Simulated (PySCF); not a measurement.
## Molecular orbitals of BiS

TPSSh at R = 2.320 Å; basis Bi cc-pVDZ-PP with ECP60, S cc-pV(D+d)Z; scalar-relativistic core potentials; PySCF 2.14. State: ²Π (doublet), unpaired electrons π ↑. Only the outer orbitals are listed, counted within each symmetry, core potentials removing the inner ones.

```csv
spin,orbital,occ.,ε (eV),on Bi (%),main shells (%)
α,7σ,1,-18.54,35,"62 S s, 32 Bi s"
α,8σ,1,-14.75,64,"62 Bi s, 32 S s"
α,9σ,1,-7.86,40,"57 S p, 35 Bi p"
α,4π,1,-7.31,34,"66 S p, 33 Bi p"
α,4π,1,-7.16,35,"64 S p, 34 Bi p"
α,5π,1,-4.73,67,"66 Bi p, 33 S p"
α,5π,0,-3.97,66,"65 Bi p, 34 S p"
α,10σ,0,-0.65,73,"68 Bi p, 29 S p"
α,11σ,0,5.47,97,"80 Bi s, 10 Bi p"
β,7σ,1,-18.30,32,"65 S s, 27 Bi s"
β,8σ,1,-14.22,67,"65 Bi s, 29 S s"
β,9σ,1,-7.69,39,"58 S p, 33 Bi p"
β,4π,1,-7.13,28,"72 S p, 26 Bi p"
β,4π,1,-6.58,27,"73 S p, 25 Bi p"
β,5π,0,-3.70,74,"73 Bi p, 26 S p"
β,5π,0,-3.07,75,"74 Bi p, 25 S p"
β,10σ,0,-0.42,75,"70 Bi p, 27 S p"
```

Problem. Which are the highest filled and the lowest empty level, where do they sit, and how wide is the gap?

Solution. Highest filled α 5π at -4.73 eV (in %: 66 Bi p, 33 S p); lowest empty α 5π at -3.97 eV (in %: 65 Bi p, 34 S p); the gap at TPSSh is 0.76 eV. Both belong to one degenerate shell, split only by its one-sided filling, so this is no excitation gap.

| Quantity | Value |
| --- | --- |
| bond order (Mayer) | 2.18 |
| ⟨S²⟩ | 0.759 |
| charge on Bi (Mulliken, basis-dependent) | 0.34 |
| charge on Bi (Löwdin, basis-dependent) | 0.31 |
| dipole moment (positive dipole means Bi(−)S(+)) | -3.20 D |

These are scalar-relativistic numbers at best; spin–orbit coupling would shift them, the dissociation energy most. The state is the lowest determinant that a PBE0 search found; another state may lie lower at other levels.
